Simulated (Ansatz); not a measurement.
`[CH3][Zn][OH]`. Total charge 0; spin multiplicity 1.

| atom | x (Å) | y (Å) | z (Å) |
| --- | --- | --- | --- |
| C1 | 0.286 | -0.516 | -1.089 |
| Zn2 | -0.171 | 0.395 | 0.538 |
| O3 | -0.606 | 1.343 | 1.980 |
| H4 | 1.204 | -0.105 | -1.515 |
| H5 | -0.513 | -0.411 | -1.825 |
| H6 | 0.443 | -1.580 | -0.903 |
| H7 | -0.643 | 0.873 | 2.814 |

**Question.** List the harmonic frequencies (cm⁻¹, unscaled) at PBE0-D4/def2-TZVP in Ansatz. (An estimate is asked.)

**Answer.** Ansatz gave: 19i, 151, 155, 544, 675, 703, 711, 740, 1208, 1450, 1450, 3055, 3142, 3143, 3921.
